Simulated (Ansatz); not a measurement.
Mulliken charges of Al2FHZn, SMILES `[F][Al]1[AlH][Zn]1` from PBE/def2-TZVPP in Ansatz (PBE0-D4/def2-TZVP geometry).

```json
{"atom": "F1", "x (Å)": "-0.576", "y (Å)": "-2.204", "z (Å)": "0.820", "charge (e)": "-0.299"}
{"atom": "Al2", "x (Å)": "-0.446", "y (Å)": "-0.562", "z (Å)": "0.626", "charge (e)": "0.369"}
{"atom": "Al3", "x (Å)": "0.837", "y (Å)": "1.601", "z (Å)": "0.387", "charge (e)": "0.064"}
{"atom": "Zn4", "x (Å)": "-0.832", "y (Å)": "1.123", "z (Å)": "-1.462", "charge (e)": "-0.052"}
{"atom": "H5", "x (Å)": "1.067", "y (Å)": "-0.031", "z (Å)": "-0.412", "charge (e)": "-0.082"}
```

Q: By hand: the dipole of these point charges (1 e Å = 4.8032 D).

A: Σ q r = (0.017, 0.498, 0.120) e Å, of length 0.513 e Å = 2.46 D.

Q: How does the dipole of the full density compare? (Estimate.)

A: Computed: (-0.076, 0.393, -0.239) e Å, 2.24 D; the point charges give 1.10 times that, at 46° from its direction.

Point charges leave out the atoms' own dipoles, such as those of lone pairs, and Mulliken's split depends on the basis, so the two needn't agree.
